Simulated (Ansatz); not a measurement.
`FB1OC1[SiH2]Cl` at its PBE0-D4/def2-TZVP geometry, where that method's forces vanish. Charge 0, multiplicity 1.

```xyz
9

F    -1.5547    1.3011    2.1078
B    -0.8112    1.1318    1.0511
O    -0.7619    1.5521   -0.2017
C     0.3464    0.5675    0.2657
Si    0.3154   -1.0853   -0.5837
Cl    1.0704   -0.9516   -2.4869
H     1.3088    1.0749    0.3317
H     1.1682   -2.0227    0.1847
H    -1.0815   -1.5678   -0.6687
```

**Question.** What forces (eV/Å) does PBE-D4/def2-TZVPP give on these atoms in Ansatz 0.2.0? (An estimate is asked.)

**Answer.** Ansatz gave: 
```
F1  -0.381  0.088  0.538
B2   0.154 -0.205  0.212
O3  -0.355  0.563 -0.763
C4   0.326 -0.365  0.104
Si5 -0.005 -0.011  0.086
Cl6  0.106  0.008 -0.285
H7   0.226  0.095  0.007
H8   0.093 -0.115  0.101
H9  -0.165 -0.058  0.000
```
